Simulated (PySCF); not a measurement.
Positional isomers: furan hydroxy+boryl. Gas-phase values, no solvent. One relaxed conformer stands for each flexible species; it need not be the lowest. Strings in code marks are SMILES.

Computed with PBE-D3(BJ)/def2-TZVP // PBE-D3(BJ)/def2-SVP (PySCF). All candidates: neutral, multiplicity 1. Excitations are Tamm–Dancoff values on a coarser integration grid. The basis has no diffuse functions, so Rydberg states are missing or too high.

```yaml
T1 excitation (TDA): 2.41 eV
S1 excitation (TDA): 3.38 eV
LUMO: -2.60 eV
```

**Question.** Which member has these values?
A. `Bc1ccc(O)o1`
B. `Bc1coc(O)c1`
C. `Bc1ccoc1O`
D. `Bc1occc1O`

**Answer.** B, `Bc1coc(O)c1`. The others give `Bc1ccc(O)o1`: 2.74 eV, 4.70 eV, -2.51 eV; `Bc1ccoc1O`: 2.74 eV, 3.90 eV, -2.46 eV; `Bc1occc1O`: 2.79 eV, 4.43 eV, -2.69 eV
